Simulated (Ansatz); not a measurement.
Born–Oppenheimer molecular dynamics of CH2AlClF (6 atoms, charge -1, multiplicity 1). It starts at the highest image of a converged band, a first-order saddle point between two minima.

Computed with Ansatz, RKS r2SCAN/def2-mTZVP.

```
ensemble                      : NVE (velocity Verlet)
time step                     : 0.5 fs
steps asked                   : 200
starting velocities drawn for : 100 K
seed                          : 9602
```

First frame:

```xyz
6
Properties=species:S:1:pos:R:3
F 1.818 -0.587 0.638
C 0.604 -0.444 -0.011
Al -0.977 0.253 0.881
Cl -2.415 0.180 -0.897
H 0.777 -0.799 -1.046
H 0.193 1.396 0.435
```

Problem. What does the run give?

Solution. The run went to its last step.

```
steps done                                               : 200
time covered                                             : 100 fs
mean temperature over the second half                    : 1383 K
spread of the potential energy over the second half      : 30.9 meV per atom
mean potential energy of the second half above the start : -110.6 meV per atom
```

The conserved energy stayed within 0.091 meV per atom of its start (net change -0.059 meV per atom), so the integration is sound. The system heated up, since it started high on the potential surface and ran downhill. A run of 0.1 ps of so small a system gives no equilibrium averages. The orbitals stay closed-shell, which can raise the energy where a bond breaks towards radicals; this wasn't checked here. Limits of this set-up: an anion without diffuse functions, the dipole of an ion depends on the origin.

Problem. What happens to the structure?

Solution. The step under study would form C2–H6 and break Al3–H6. These pairs go: C2–H6 1.94 → 3.30 Å, Al3–H6 1.70 → 1.70 Å. In the last frame they stand as before the step (other bonds may differ from the relaxed reactants and products). It ends as one piece, CH2AlClF (total charge -1). Pairs count as bonded within 1.25 times the sum of covalent radii (0.12 Å more for H–H). The details hang on the random start.

Problem. How do temperature and energy run in time?

Solution. 
```json
{"time (fs)": "0.0", "T (K)": "100", "potential energy less start (eV)": "0.000", "conserved less start (meV/atom)": "0.00"}
{"time (fs)": "8.0", "T (K)": "106", "potential energy less start (eV)": "-0.003", "conserved less start (meV/atom)": "0.01"}
{"time (fs)": "16.0", "T (K)": "436", "potential energy less start (eV)": "-0.174", "conserved less start (meV/atom)": "0.02"}
{"time (fs)": "24.0", "T (K)": "1278", "potential energy less start (eV)": "-0.609", "conserved less start (meV/atom)": "-0.02"}
{"time (fs)": "32.0", "T (K)": "1887", "potential energy less start (eV)": "-0.924", "conserved less start (meV/atom)": "-0.05"}
{"time (fs)": "40.0", "T (K)": "1598", "potential energy less start (eV)": "-0.775", "conserved less start (meV/atom)": "-0.03"}
{"time (fs)": "48.0", "T (K)": "1021", "potential energy less start (eV)": "-0.476", "conserved less start (meV/atom)": "0.02"}
{"time (fs)": "56.0", "T (K)": "1511", "potential energy less start (eV)": "-0.730", "conserved less start (meV/atom)": "-0.07"}
{"time (fs)": "64.0", "T (K)": "1010", "potential energy less start (eV)": "-0.471", "conserved less start (meV/atom)": "-0.03"}
{"time (fs)": "72.0", "T (K)": "819", "potential energy less start (eV)": "-0.372", "conserved less start (meV/atom)": "0.02"}
{"time (fs)": "80.0", "T (K)": "1795", "potential energy less start (eV)": "-0.877", "conserved less start (meV/atom)": "-0.09"}
{"time (fs)": "88.0", "T (K)": "1463", "potential energy less start (eV)": "-0.705", "conserved less start (meV/atom)": "0.02"}
{"time (fs)": "96.0", "T (K)": "1873", "potential energy less start (eV)": "-0.917", "conserved less start (meV/atom)": "-0.08"}
```

Time of the run: 6.6 min on 2 threads of Arm Neoverse V2, on a shared host, peak memory 0.17 GiB.
